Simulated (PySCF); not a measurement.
InCl3, SMILES [Cl][In]([Cl])[Cl]. Geometry: PBE-D3(BJ)/def2-SVP. The isomer is the one that the SMILES or the coordinates give; other isomers of the formula were not compared. The def2 effective core potentials stand for the cores of In; spin–orbit coupling is left out.

These are PBE-D3(BJ)/def2-SVP (PySCF) values and carry that method's errors.

Harmonic wavenumbers (cm⁻¹): 88, 88, 92, 326, 385, 385. Rotational constants (GHz): 1.733, 1.733, 0.8665; symmetry number 6.

Work out the zero-point energy and the ideal-gas rigid-rotor harmonic-oscillator thermochemistry at 298.15 K and 1 atm.

ZPE = ½ Σ hcν = ½ × 1365 cm⁻¹ = 8.17 kJ/mol. H − E(el) = 26.75 kJ/mol. Entropy in J/(mol K): translation 176.08, rotation 107.29, vibration 59.89, total 343.26. G − E(el) = -75.60 kJ/mol. Cp = 77.18 J/(mol K). Modes under 150 cm⁻¹ make the vibrational entropy uncertain.
